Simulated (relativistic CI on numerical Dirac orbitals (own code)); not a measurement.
Computed by Dirac-Coulomb-Breit CI, separate exchange-only KLI orbitals for each configuration, model QED (radiative potential, 1s self-energy scaled to tabulated hydrogen-like ionisation energies), unscaled Slater integrals (own radial code, finite nucleus).

The strongest absorption lines from the ground level of an ion, among the configurations computed and to levels below about 6110 eV (vacuum wavelength in Å, gf): 2.2670 (0.47), 2.2861 (0.53), 2.3446 (0.85), 2.3470 (1.8), 2.3475 (2.7), 2.3568 (0.75), 2.5044 (4.2), 2.5107 (1.4).

Which ion is it?
A. Eu55+
B. Cs45+
C. Cs47+
D. Pr51+

C. Cs47+ has 8 electrons and the ground level 2s²2p⁴ ³P2; the strongest line goes to 2s²2p³3d ³D°3. The pattern of lines fixes the number of electrons, and along that sequence the line energies rise steadily with the charge (about as its square where n changes within one kind of shell, about linearly where n is kept but much faster in heavy ions where fine structure, which grows about as Z⁴, sets the gap, and irregularly where shells cross), which fixes Z. Configurations outside the model, such as inner-shell arrays, can give stronger lines. At this charge energies of transitions that change n are usually good to better than 1 %, and those within a shell (Δn = 0) to a few per cent.

LS names give the leading component of a level, which can be under half, so a name can repeat, a term be missing and a line seem to break the LS rules.
